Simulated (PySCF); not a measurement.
# Spin–spin coupling constants

Geometry:
```csv
atom,x (Å),y (Å),z (Å)
B1,-1.468,-0.048,1.198
N2,-1.858,-0.034,-0.353
B3,-0.727,0.040,-1.453
N4,0.304,1.167,-0.996
B5,1.746,0.750,-0.523
N6,1.561,-0.537,0.400
H7,-2.488,-0.038,1.873
H8,-0.827,-1.084,1.417
H9,-0.786,0.954,1.447
H10,-2.527,0.723,-0.498
H11,-2.397,-0.879,-0.542
H12,-0.172,-1.054,-1.515
H13,-1.213,0.348,-2.534
H14,0.419,1.836,-1.755
H15,-0.131,1.683,-0.225
H16,2.434,0.437,-1.480
H17,2.241,1.632,0.164
H18,1.354,-1.356,-0.176
H19,0.745,-0.447,1.036
H20,2.401,-0.720,0.948
```

Method: B3LYP/pcJ-1 (spin–dipole term only in couplings to heteroatoms)//PBE0-D3(BJ)/def2-SVP, PySCF 2.14.0 with density-fitted response routines; isolated molecule, single conformer, non-relativistic. Couplings are averaged over pairs made equivalent by symmetry, fast rotation or ring inversion, so a value needn't be that of the named pair in this geometry, while other rotamers aren't included; one pair stands for each set, and the list holds a selection of those of at least 0.8 Hz over up to four bonds.

Isotopes: 11B, 1H, 15N.

| pair | bonds | J (Hz) |
| --- | --- | --- |
| B1, N2 | 1 | ? |
| B1, H7 | 1 | 101.9 |
| N2, B3 | 1 | -10.8 |
| N2, H10 | 1 | -66.3 |
| B3, N4 | 1 | -9.8 |
| B3, H12 | 1 | 112.0 |
| N4, B5 | 1 | -11.3 |
| N4, H14 | 1 | ? |
| B5, N6 | 1 | -8.4 |
| B5, H16 | 1 | ? |
| N6, H18 | 1 | -72.4 |
| B3, H10 | 2 | -3.9 |
| N4, H12 | 2 | -2.6 |
| N4, H16 | 2 | ? |
| B5, H14 | 2 | -4.3 |
| B5, H18 | 2 | ? |
| N6, H16 | 2 | ? |
| H14, H15 | 2 | -14.7 |
| B1, H12 | 3 | 2.8 |
| B3, N6 | 3 | -1.4 |
| N4, H18 | 3 | ? |
| H7, H10 | 3 | ? |
| H10, H12 | 3 | 5.9 |
| H12, H14 | 3 | 1.7 |
| H14, H16 | 3 | 5.0 |
| H14, H17 | 3 | 5.6 |

Problem. Estimate the withheld couplings, with signs.

Solution. 
- 1J(B1,N2) = -7.7 Hz (bond length 1.600 Å)
- 1J(N4,H14) = -67.4 Hz (mean over equivalent pairs that range from -69.4 to -65.4 Hz in this conformer)
- 1J(B5,H16) = 116.1 Hz (bond length 1.220 Å)
- 2J(N4,H16) = -1.5 Hz (angle at B5 110°)
- 2J(B5,H18) = -3.0 Hz (mean over equivalent pairs that range from -3.9 to -1.5 Hz in this conformer)
- 2J(N6,H16) = -2.5 Hz (mean over equivalent pairs that range from -3.4 to -1.6 Hz in this conformer)
- 3J(N4,H18) = -1.6 Hz (mean over equivalent pairs that range from -3.4 to 0.0 Hz in this conformer)
- 3J(H7,H10) = 5.5 Hz (mean over equivalent pairs that range from 1.7 to 11.6 Hz in this conformer)
